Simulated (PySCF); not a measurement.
# Assigning NMR signals

Geometry:
| atom | x (Å) | y (Å) | z (Å) |
| --- | --- | --- | --- |
| C1 | -1.800 | 1.500 | 0.223 |
| C2 | -1.787 | 0.121 | -0.355 |
| N3 | -2.850 | -0.547 | -0.346 |
| C4 | -0.451 | -0.361 | -0.885 |
| C5 | 0.354 | -0.988 | 0.246 |
| S6 | 1.900 | -1.772 | -0.340 |
| Si7 | 3.053 | -0.075 | -0.958 |
| H8 | -1.090 | 1.566 | 1.046 |
| H9 | -1.508 | 2.225 | -0.534 |
| H10 | -2.795 | 1.736 | 0.586 |
| H11 | -2.785 | -1.480 | -0.750 |
| H12 | -0.609 | -1.114 | -1.662 |
| H13 | 0.107 | 0.473 | -1.315 |
| H14 | -0.209 | -1.795 | 0.717 |
| H15 | 0.618 | -0.252 | 1.005 |
| H16 | 2.853 | 0.959 | 0.052 |
| H17 | 2.580 | 0.396 | -2.258 |
| H18 | 4.409 | -0.584 | -1.012 |

[PySCF: shieldings: GIAO PBE0/pcSseg-1; geometry: GFN2-xTB; non-relativistic; no solvent model; one computed conformer; rapidly exchanging positions averaged]

Shifts are taken against calculated references (same method and geometry level): ¹³C and ¹H vs TMS.

**Question.** Assign these signals to the numbered atoms. ¹³C{¹H} NMR (computed): δ 180.5, 50.1, 35.9, 28.8.

**Answer.** 
| δ (ppm) | atoms | environment | reason |
| --- | --- | --- | --- |
| 180.5 | C2 | carbon bonded to 2 C, N | – |
| 50.1 | C4 | carbon bonded to 2 C, 2 H | – |
| 35.9 | C5 | carbon bonded to C, S, 2 H | – |
| 28.8 | C1 | carbon bonded to C, 3 H | – |

**Question.** Assign these signals to the numbered atoms. ¹H NMR (500 MHz, computed): δ 10.27 (br s, 1H), 4.58 (s, 3H), 2.59 (t, 2H), 2.23 (t, 2H), 2.06 (s, 3H).

**Answer.** 
| δ (ppm) | atoms | environment | reason |
| --- | --- | --- | --- |
| 10.27 | H11 | hydrogen on a nitrogen bonded to C | – |
| 4.58 | H16/H17/H18 | hydrogen on a silicon bonded to S | – |
| 2.59 | H14/H15 | hydrogen on a carbon bonded to C, S | – |
| 2.23 | H12/H13 | hydrogen on a carbon bonded to 2 C | – |
| 2.06 | H8/H9/H10 | hydrogen on a carbon bonded to C | – |

The OH or NH signal is concentration- and solvent-dependent in practice; the value given is the gas-phase one. Shifts are as computed. Against solution values, carbons near 30 ppm lie about +3 ppm off and those near 130 ppm about +5 ppm. Of 1211 compounds with measured shifts, 218 miss one by over three times the rms of a fit or turn the order of signals round; such compounds aren't used in these exercises. No couplings were computed; multiplicities are counted from neighbouring protons, with m where these are inequivalent, close in shift, in a saturated or five-membered ring or joined by F or P, and br s for small geminal =CH2 splittings.
